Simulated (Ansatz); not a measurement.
Basis sets compared for the cluster Sn₂H₃ (the lowest doublet isomer of a short search). The state is a doublet with charge 0. Geometry PBE0-D4/def2-TZVP. Ansatz on 4 threads of Arm Neoverse V2 on a shared host; times are rough, and most runs start from earlier orbitals.

```
atom   x (Å)   y (Å)   z (Å)
 Sn1   1.987   0.247  -0.752
 Sn2  -0.712   0.046  -0.186
  H3   2.232  -0.252   0.931
  H4  -2.013   0.354  -1.277
  H5  -1.495  -0.395   1.284
```

In the def2 sets Sn takes a core potential; there is no spin–orbit coupling. The structure comes from a short search, and lower isomers may exist.

Binding counts from free atoms (Sn triplet, H doublet) in the same basis, without a counterpoise term.

```tsv
level	functions	energy (Eh)	HOMO (eV)	LUMO (eV)	binding per atom (eV)	wall time
PBE-D4/def2-SVP	67	-430.3447	-4.94	-4.16	1.96	0.65 s
PBE-D4/def2-TZVP	118	-430.3618	-4.98	-4.20	1.98	1.2 s
r2SCAN-D4/def2-TZVP	118	-430.5269	-5.30	-3.95	1.99	3.1 s
PBE0-D4/def2-SVP	67	-430.3635	-5.68	-3.41	1.93	0.95 s
PBE0-D4/def2-TZVP	118	-430.3787	-5.71	-3.43	1.95	2.4 s
```

(1) Estimate the rows for PBE-D4/def2-TZVPD, r2SCAN-D4/def2-TZVPD, PBE0-D4/def2-TZVPD.

Results:

(1) 
```json
{"level": "PBE-D4/def2-TZVPD", "functions": "139", "energy (Eh)": "-430.3622", "HOMO (eV)": "-4.99", "LUMO (eV)": "-4.21", "binding per atom (eV)": "1.98", "wall time": "1.8 s"}
{"level": "r2SCAN-D4/def2-TZVPD", "functions": "139", "energy (Eh)": "-430.5273", "HOMO (eV)": "-5.30", "LUMO (eV)": "-3.95", "binding per atom (eV)": "1.99", "wall time": "3.8 s"}
{"level": "PBE0-D4/def2-TZVPD", "functions": "139", "energy (Eh)": "-430.3791", "HOMO (eV)": "-5.72", "LUMO (eV)": "-3.43", "binding per atom (eV)": "1.95", "wall time": "2.1 s"}
```
